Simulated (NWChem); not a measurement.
Everything below was run with NWChem. System: HNaO, charge 0, spin multiplicity 1, at a geometry optimised with B3LYP/def2-SVP. The structure started from a generated list of species. Level: B3LYP/6-31+G* (spherical d), VWN1-RPA local correlation.

The NWChem input:

```
start mol
memory heap 200 mb stack 900 mb global 1100 mb
geometry units angstroms nocenter noautoz
  Na     0.424671    -0.804259     0.000000
  O     -0.442522     0.908521     0.000000
  H     -1.131212     1.578682     0.000000
  symmetry group Cs
end
basis spherical
  * library 6-31+g*
end
dft
  xc b3lyp
  semidirect memsize 60000000 filesize 0
  iterations 100
end
task dft energy
```

Output (cleaned and shortened):

```
             Northwest Computational Chemistry Package (NWChem) 7.3.0
             --------------------------------------------------------

                                NWChem Input Module
                                -------------------

 Scaling coordinates for geometry "geometry" by  1.889725989
 (inverse scale =  0.529177249)

 Turning off AUTOSYM since
 SYMMETRY directive was detected!

                             Geometry "geometry" -> ""
                             -------------------------

 Output coordinates in angstroms (scale by  1.889725989 to convert to a.u.)

  No.       Tag          Charge          X              Y              Z
 ---- ---------------- ---------- -------------- -------------- --------------
    1 Na                  11.0000     0.42467100    -0.80425900     0.00000000
    2 O                    8.0000    -0.44252200     0.90852100     0.00000000
    3 H                    1.0000    -1.13121200     1.57868200     0.00000000

 Effective nuclear repulsion energy (a.u.)      30.7073249509

            Nuclear Dipole moment (a.u.)
            ----------------------------
        X                 Y               Z
 ---------------- ---------------- ----------------
    -0.0000132281     0.0000018897     0.0000000000

      Symmetry information
      --------------------

 Group name             Cs
 Group number              2
 Group order               2
 No. of unique centers     3

      Symmetry unique atoms

     1    2    3


 Summary of "ao basis" -> "" (spherical)
 ------------------------------------------------------------------------------
       Tag                 Description            Shells   Functions and Types
 ---------------- ------------------------------  ------  ---------------------
 *                          6-31+g*                   on all atoms

                                 NWChem DFT Module
                                 -----------------

 Summary of "ao basis" -> "ao basis" (spherical)
 ------------------------------------------------------------------------------
       Tag                 Description            Shells   Functions and Types
 ---------------- ------------------------------  ------  ---------------------
 Na                         6-31+g*                 10       22   5s4p1d
 O                          6-31+g*                  8       18   4s3p1d
 H                          6-31+g*                  2        2   2s

 Summary of "ao basis" -> "ao basis" (spherical)
 ------------------------------------------------------------------------------
       Tag                 Description            Shells   Functions and Types
 ---------------- ------------------------------  ------  ---------------------
 Na                         6-31+g*                 10       22   5s4p1d
 O                          6-31+g*                  8       18   4s3p1d
 H                          6-31+g*                  2        2   2s

      Symmetry analysis of basis
      --------------------------

        a'         31
        a"         11

            General Information
            -------------------
          SCF calculation type: DFT
          Wavefunction type:  closed shell.
          No. of atoms     :     3
          No. of electrons :    20
           Alpha electrons :    10
            Beta electrons :    10
          Charge           :     0
          Spin multiplicity:     1
          Use of symmetry is: on ; symmetry adaption is: on
          Maximum number of iterations: 100
          AO basis - number of functions:    42
                     number of shells:    20
          Convergence on energy requested:  1.00D-06
          Convergence on density requested:  1.00D-05
          Convergence on gradient requested:  5.00D-04

              XC Information
              --------------
                         B3LYP Method XC Potential
                     Hartree-Fock (Exact) Exchange  0.200
                        Slater Exchange Functional  0.800 local
                    Becke 1988 Exchange Functional  0.720 non-local
              Lee-Yang-Parr Correlation Functional  0.810
                  VWN I RPA Correlation Functional  0.190 local

             Grid Information
             ----------------
          Grid used for XC integration:  medium
          Radial quadrature: Mura-Knowles
          Angular quadrature: Lebedev.
          Tag              B.-S. Rad. Rad. Pts. Rad. Cut. Ang. Pts.
          ---              ---------- --------- --------- ---------
          Na                  1.80       88          19.0       434
          O                   0.60       49          12.0       434
          H                   0.35       45          11.0       434
          Grid pruning is: on
          Number of quadrature shells:   182
          Spatial weights used:  Erf1

          Convergence Information
          -----------------------
          Convergence aids based upon iterative change in
          total energy or number of iterations.
          Levelshifting, if invoked, occurs when the
          HOMO/LUMO gap drops below (HL_TOL):  1.00D-02
          DIIS, if invoked, will attempt to extrapolate
          using up to (NFOCK): 10 stored Fock matrices.

                    Damping( 0%)  Levelshifting(0.5)       DIIS
                  --------------- ------------------- ---------------
          dE  on:    start            ASAP                start
          dE off:    2 iters        100 iters           100 iters

      Screening Tolerance Information
      -------------------------------
          Density screening/tol_rho:  1.00D-10
[...]

 Sum of atomic energies:        -237.09637749

      Non-variational initial energy
      ------------------------------

 Total energy =    -236.992786
 1-e energy   =    -392.009197
 2-e energy   =     124.309086
 HOMO         =      -0.474413
 LUMO         =      -0.059114

      Symmetry analysis of molecular orbitals - initial
      -------------------------------------------------

  Numbering of irreducible representations:

     1 a'          2 a"

  Orbital symmetries:

     1 a'          2 a'          3 a'          4 a'          5 a'
     6 a"          7 a'          8 a'          9 a'         10 a"
    11 a'         12 a'         13 a"         14 a'         15 a'
    16 a'         17 a"         18 a'         19 a'         20 a'

------------------------------------------------------------
EAF file 0: "./mol.aoints.0" size=524288 bytes
------------------------------------------------------------
               write      read    awrite     aread      wait
               -----      ----    ------     -----      ----
     calls:        1         0         0         0         0
   data(b): 5.24e+05  0.00e+00  0.00e+00  0.00e+00
   time(s): 0.00e+00  0.00e+00  0.00e+00  0.00e+00  0.00e+00
rate(mb/s): 0.00e+00  0.00e+00
------------------------------------------------------------

   convergence    iter        energy       DeltaE   RMS-Dens  Diis-err    time
 ---------------- ----- ----------------- --------- --------- ---------  ------
 d= 0,ls=0.0,diis     1   -238.0111504506 -2.69D+02  5.39D-02  9.86D-01     0.5
 Grid integrated density:      20.000078014137
 Requested integration accuracy:   0.10E-05
 d= 0,ls=0.5,diis     2   -235.1269243847  2.88D+00  1.31D-02  1.44D+01     0.5
 Grid integrated density:      20.000043237836
 Requested integration accuracy:   0.10E-05
 d= 0,ls=0.5,diis     3   -236.3683319402 -1.24D+00  9.75D-03  8.30D+00     0.6
 Grid integrated density:      20.000021661750
 Requested integration accuracy:   0.10E-05
 d= 0,ls=0.5,diis     4   -237.0495356065 -6.81D-01  9.72D-03  5.02D+00     0.6
 d= 0,ls=0.5,diis     5   -237.5711606653 -5.22D-01  8.47D-03  2.57D+00     0.7
 d= 0,ls=0.5,diis     6   -237.8819692804 -3.11D-01  5.30D-03  1.01D+00     0.7
 d= 0,ls=0.5,diis     7   -237.9998624619 -1.18D-01  4.15D-03  4.49D-01     0.8
 d= 0,ls=0.5,diis     8   -238.0602553783 -6.04D-02  3.11D-03  1.88D-01     0.8
  Resetting Diis
 d= 0,ls=0.5,diis     9   -238.0873291218 -2.71D-02  2.45D-03  1.01D-01     0.9
 d= 0,ls=0.5,diis    10   -238.1013557949 -1.40D-02  4.67D-03  6.81D-02     0.9
 d= 0,ls=0.5,diis    11   -238.1126127050 -1.13D-02  2.24D-03  6.89D-02     1.0
 d= 0,ls=0.5,diis    12   -238.1204322886 -7.82D-03  1.73D-03  2.23D-02     1.0
 d= 0,ls=0.5,diis    13   -238.1245673931 -4.14D-03  1.36D-03  3.07D-03     1.1
 d= 0,ls=0.5,diis    14   -238.1262795123 -1.71D-03  9.69D-04  1.71D-03     1.1
 d= 0,ls=0.5,diis    15   -238.1272758253 -9.96D-04  7.60D-04  1.82D-03     1.2
 d= 0,ls=0.5,diis    16   -238.1279795563 -7.04D-04  6.13D-04  1.69D-03     1.2
 d= 0,ls=0.5,diis    17   -238.1285017175 -5.22D-04  5.16D-04  1.26D-03     1.2
 d= 0,ls=0.5,diis    18   -238.1288787497 -3.77D-04  4.41D-04  8.68D-04     1.3
 d= 0,ls=0.5,diis    19   -238.1291440605 -2.65D-04  3.61D-04  5.89D-04     1.3
 d= 0,ls=0.5,diis    20   -238.1293225844 -1.79D-04  3.08D-04  3.89D-04     1.3
 d= 0,ls=0.5,diis    21   -238.1294492996 -1.27D-04  2.45D-04  2.17D-04     1.4
 d= 0,ls=0.5,diis    22   -238.1295271793 -7.79D-05  1.96D-04  1.37D-04     1.4
 d= 0,ls=0.5,diis    23   -238.1295767281 -4.95D-05  1.57D-04  8.76D-05     1.4
 d= 0,ls=0.5,diis    24   -238.1296088200 -3.21D-05  1.26D-04  5.43D-05     1.5
 d= 0,ls=0.5,diis    25   -238.1296294295 -2.06D-05  1.01D-04  3.31D-05     1.5
 d= 0,ls=0.5,diis    26   -238.1296424646 -1.30D-05  8.05D-05  2.05D-05     1.6
 d= 0,ls=0.5,diis    27   -238.1296507754 -8.31D-06  6.46D-05  1.29D-05     1.6
 d= 0,ls=0.5,diis    28   -238.1296561041 -5.33D-06  5.16D-05  7.96D-06     1.6
 d= 0,ls=0.5,diis    29   -238.1296594955 -3.39D-06  4.12D-05  4.99D-06     1.7
 d= 0,ls=0.5,diis    30   -238.1296616533 -2.16D-06  3.29D-05  3.15D-06     1.7
 d= 0,ls=0.5,diis    31   -238.1296630300 -1.38D-06  2.63D-05  1.99D-06     1.8
 d= 0,ls=0.5,diis    32   -238.1296639086 -8.79D-07  2.10D-05  1.25D-06     1.8
 d= 0,ls=0.5,diis    33   -238.1296644695 -5.61D-07  1.68D-05  7.90D-07     1.8
 d= 0,ls=0.5,diis    34   -238.1296648274 -3.58D-07  1.34D-05  4.97D-07     1.9
 d= 0,ls=0.5,diis    35   -238.1296650553 -2.28D-07  1.07D-05  3.14D-07     1.9
 d= 0,ls=0.5,diis    36   -238.1296652007 -1.45D-07  8.56D-06  2.00D-07     1.9

         Total DFT energy =     -238.129665293292
      One electron energy =     -394.691884607696
           Coulomb energy =      149.326418988100
    Exchange-Corr. energy =      -23.471524624613
 Nuclear repulsion energy =       30.707324950917

 Numeric. integr. density =       20.000000205928

     Total iterative time =      1.8s

                  Occupations of the irreducible representations
                  ----------------------------------------------

                     irrep           alpha         beta
                     --------     --------     --------
                     a'                8.0          8.0
                     a"                2.0          2.0

                       DFT Final Molecular Orbital Analysis
                       ------------------------------------

 Vector    8  Occ=2.000000D+00  E=-3.383981D-01  Symmetry=a'
              MO Center= -4.8D-01,  9.3D-01,  8.8D-16, r^2= 8.8D-01
   Bfn.  Coefficient  Atom+Function         Bfn.  Coefficient  Atom+Function
  ----- ------------  ---------------      ----- ------------  ---------------
    26     -0.373702  2 O  py                25      0.355011  2 O  px
    41     -0.269030  3 H  s                 28      0.236282  2 O  s
    30     -0.220714  2 O  py                29      0.201991  2 O  px
    24      0.145581  2 O  s                 42     -0.138666  3 H  s
     2     -0.104956  1 Na s                  4     -0.105363  1 Na py

 Vector    9  Occ=2.000000D+00  E=-1.846018D-01  Symmetry=a'
              MO Center= -4.5D-01,  8.8D-01, -3.6D-13, r^2= 9.7D-01
   Bfn.  Coefficient  Atom+Function         Bfn.  Coefficient  Atom+Function
  ----- ------------  ---------------      ----- ------------  ---------------
    25      0.432994  2 O  px                26      0.419801  2 O  py
    29      0.288249  2 O  px                30      0.287627  2 O  py
    34      0.138110  2 O  py                33      0.132025  2 O  px
     3     -0.055178  1 Na px                 2      0.048342  1 Na s
     8      0.037497  1 Na py                 7      0.028805  1 Na px

 Vector   10  Occ=2.000000D+00  E=-1.838552D-01  Symmetry=a"
              MO Center= -4.4D-01,  8.9D-01,  3.6D-13, r^2= 9.5D-01
   Bfn.  Coefficient  Atom+Function         Bfn.  Coefficient  Atom+Function
  ----- ------------  ---------------      ----- ------------  ---------------
    27      0.604195  2 O  pz                31      0.406519  2 O  pz
    35      0.189081  2 O  pz                 5     -0.048938  1 Na pz
     9      0.043580  1 Na pz

 Vector   11  Occ=0.000000D+00  E=-5.882588D-02  Symmetry=a'
              MO Center=  8.7D-01, -1.8D+00,  2.4D-15, r^2= 6.2D+00
   Bfn.  Coefficient  Atom+Function         Bfn.  Coefficient  Atom+Function
  ----- ------------  ---------------      ----- ------------  ---------------
    10      0.464530  1 Na s                  6      0.321062  1 Na s
     8     -0.280191  1 Na py                 2     -0.171149  1 Na s
    12     -0.167378  1 Na py                14      0.145342  1 Na s
     7      0.141008  1 Na px                28     -0.110339  2 O  s
     4      0.079662  1 Na py                26      0.063907  2 O  py

 Vector   12  Occ=0.000000D+00  E= 1.891749D-03  Symmetry=a'
              MO Center= -3.3D-01, -1.4D+00, -1.1D-13, r^2= 3.4D+01
   Bfn.  Coefficient  Atom+Function         Bfn.  Coefficient  Atom+Function
  ----- ------------  ---------------      ----- ------------  ---------------
    15      0.658065  1 Na px                16      0.406964  1 Na py
    11      0.244094  1 Na px                14     -0.230978  1 Na s
     7      0.157132  1 Na px                10      0.131360  1 Na s
    33     -0.097366  2 O  px                12      0.065119  1 Na py
    25     -0.063897  2 O  px                 3     -0.048040  1 Na px

 Vector   13  Occ=0.000000D+00  E= 1.963978D-03  Symmetry=a"
              MO Center=  4.7D-01, -8.9D-01,  3.2D-13, r^2= 3.5D+01
   Bfn.  Coefficient  Atom+Function         Bfn.  Coefficient  Atom+Function
  ----- ------------  ---------------      ----- ------------  ---------------
    17      0.782066  1 Na pz                13      0.252412  1 Na pz
     9      0.157950  1 Na pz                35     -0.110842  2 O  pz
    27     -0.078469  2 O  pz                 5     -0.050016  1 Na pz
    31     -0.041884  2 O  pz

 center of mass
 --------------
 x =   0.07300136 y =  -0.11184573 z =   0.00000000

 moments of inertia (a.u.)
 ------------------
         108.719482884311          57.104972571454           0.000000000000
          57.104972571454          30.383660019744           0.000000000000
           0.000000000000           0.000000000000         139.103142904054

     Multipole analysis of the density
     ---------------------------------

     L   x y z        total         alpha         beta         nuclear
     -   - - -        -----         -----         ----         -------
     0   0 0 0     -0.000000    -10.000000    -10.000000     20.000000

     1   1 0 0      1.019584      0.509798      0.509798     -0.000013
     1   0 1 0     -2.340668     -1.170335     -1.170335      0.000002
     1   0 0 1     -0.000000     -0.000000     -0.000000      0.000000

     2   2 0 0     -7.609622    -12.429014    -12.429014     17.248406
     2   1 1 0     -2.602833     14.338325     14.338325    -31.279483
     2   1 0 1     -0.000000     -0.000000     -0.000000      0.000000
     2   0 2 0     -6.666919    -32.278147    -32.278147     57.889374
     2   0 1 1     -0.000000     -0.000000     -0.000000      0.000000
     2   0 0 2     -9.746802     -4.873401     -4.873401      0.000000

 Task  times  cpu:        2.0s     wall:        2.0s

 Total times  cpu:        2.0s     wall:        2.0s
```
